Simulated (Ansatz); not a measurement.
Molecule: sum formula Si2H2F3, net charge 0, doublet state. It need not be the lowest isomer of its formula. SMILES: [SiH]([SiH](F)F)F
Coordinates optimised at B3LYP-D3(BJ)/def2-TZVP (Ansatz, an electronic-structure program):
```xyz
7

F      2.0626    -1.3020    -0.0588
Si     1.4267     0.1682     0.1455
Si    -0.8792     0.0955    -0.3265
F     -1.4108     1.5967    -0.1935
F     -1.5985    -0.7789     0.7980
H      2.1771     1.0969    -0.7435
H     -1.3235    -0.4297    -1.6333
```
Charge 0, spin multiplicity 2.

Computed values are from Ansatz. Valence correlation only, unless marked. Open shells are spin-unrestricted. Spin-orbit coupling is left out. No relativistic terms. CBS(X,Y): correlation extrapolated as X^-3; Hartree-Fock from the larger set.

```
Item                                                                    Value
---------------------  ------------------------------------------------------
atomisation energy De  615.4 kcal/mol at CCSD(T)/CBS(cc-pV(T+d)Z,cc-pV(Q+d)Z)
total energy             -878.8579 Eh at CCSD(T)/CBS(cc-pV(T+d)Z,cc-pV(Q+d)Z)
dipole moment                               1.25 D at CCSD(T)/aug-cc-pV(D+d)Z
T1 diagnostic                                       0.014 at CCSD/cc-pV(Q+d)Z
```
